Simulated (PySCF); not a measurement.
C3H4Cl2Si, SMILES C#C[Si](C)(Cl)Cl.

Geometry: PBE0-D3(BJ)/def2-SVP.

Level of theory: PBE/def2-TZVP (PySCF).

Symmetry labels are those of the subgroup Cs that the program uses (full group Cs).

Problem. List the valence orbital energies around the gap with their symmetry. (Estimate from the structure and the level; the computed values follow.)

Solution. 
```csv
orbital,symmetry,energy (eV)
HOMO−7,A",-9.77
HOMO−6,A',-9.53
HOMO−5,A',-8.32
HOMO−4,A",-8.14
HOMO−3,A",-7.76
HOMO−2,A',-7.72
HOMO−1,A',-7.42
HOMO,A",-7.32
LUMO,A",-1.59
LUMO+1,A',-1.53
LUMO+2,A',-0.04
LUMO+3,A',0.71
```
